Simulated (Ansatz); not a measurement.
Members of the series CXY, Y = amino; each row names its spin state. Gas-phase values, no solvent. One relaxed conformer stands for each flexible species; it need not be the lowest. Strings in code marks are SMILES.

Quantity: adiabatic spin-state energy, in eV. HF references are unrestricted for open shells and restricted for singlets.

A: `[CH]N`: multiplicity 3 minus multiplicity 1
B: `N[C]N`: multiplicity 3 minus multiplicity 1
C: `N[C][SiH3]`: multiplicity 3 minus multiplicity 1

**Question.** Order them by adiabatic spin-state energy (lowest first) at the level frozen-core CCSD(T)/cc-pVTZ // PBE0-D3(BJ)/def2-TZVP (Ansatz, a quantum-chemistry and plane-wave program).

**Answer.** C (1.14 eV), A (1.52 eV), B (2.40 eV)
